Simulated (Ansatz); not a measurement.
Species: BH₃, charge 0, triplet. This triplet is an excited state, 3.8 eV above the singlet at CCSD(T)/cc-pV5Z (Ansatz, an electronic-structure program). BH3 (parent SMILES B, triplet).
B3LYP-D3(BJ)/def2-TZVP minimum from Ansatz:
```xyz
4

B      0.1196     0.2044     0.0574
H     -1.0397    -0.3250     0.1663
H     -0.1876    -0.9329     0.5557
H      0.6295     0.2360    -1.0091
```
Charge 0, spin multiplicity 3.

Total energies in aug-cc-pVTZ, 6 correlated electrons, 1 frozen orbitals. Radicals and triplets start from unrestricted determinants; spin-orbit coupling is neglected. Correlated methods leave the cores frozen. No relativity. The spin of H3B (parent SMILES B, triplet) was assumed, and the state is the lowest solution found for it.

```csv
method,program,energy (Eh),minus CCSDT(Q) (mEh)
HF,Ansatz,-26.27012,129.20
MP2,Ansatz,-26.37522,24.10
CCSD,Ansatz,-26.39521,4.11
CCSD(T),Ansatz,-26.39864,0.68
CCSDT(Q),Ansatz,-26.39932,0.00
```

Rough core times of Ansatz's runs on a shared machine: CCSD(T) under 20 s, CCSDT(Q) 9 min.
